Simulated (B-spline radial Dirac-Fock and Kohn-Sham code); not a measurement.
Relativistic shifts of the levels of Xe⁴³⁺

System: Xe⁴³⁺ in the configuration [Ne] 3s1.

Both columns are ΔSCF binding energies of the configuration average from a radial finite-basis atomic code: non-relativistic Hartree-Fock with a point nucleus, and Dirac-Fock with a finite nucleus and the Coulomb interaction alone, averaged over the two j levels with weights 2j+1.

| shell | Hartree-Fock (eV) | Dirac-Fock (eV) | shift (eV) | shift (%) |
| --- | --- | --- | --- | --- |
| 2p | 7521.3 | 7665.9 | +144.63 | +1.92 |
| 3s | 3211.1 | 3336.1 | +125.01 | +3.89 |

Relativity binds 2p, 3s more strongly, among those listed most of all 3s in relative terms.

Values without a named source are computed, but for edge energies of neutral atoms, which are taken from tables.
